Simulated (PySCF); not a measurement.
A calculated (MN15, PySCF 2.14, cc-pVTZ-DK, the spin-free X2C one-electron Hamiltonian (Gaussian nucleus)) atom or ion has these occupied shells.

```tsv
shell	electrons	orbital energy (eV)	rms radius, mean of both spins (bohr)
1s α	1	-404.93	0.268
1s β	1	-404.02	0.268
2s α	1	-36.585	1.38
2s β	1	-32.859	1.38
2p α	2	-24.878	1.41
```

Name the element and its charge.

N+ (nitrogen, charge +1), in [He] 2s2 2p2, high-spin 3P determinant.
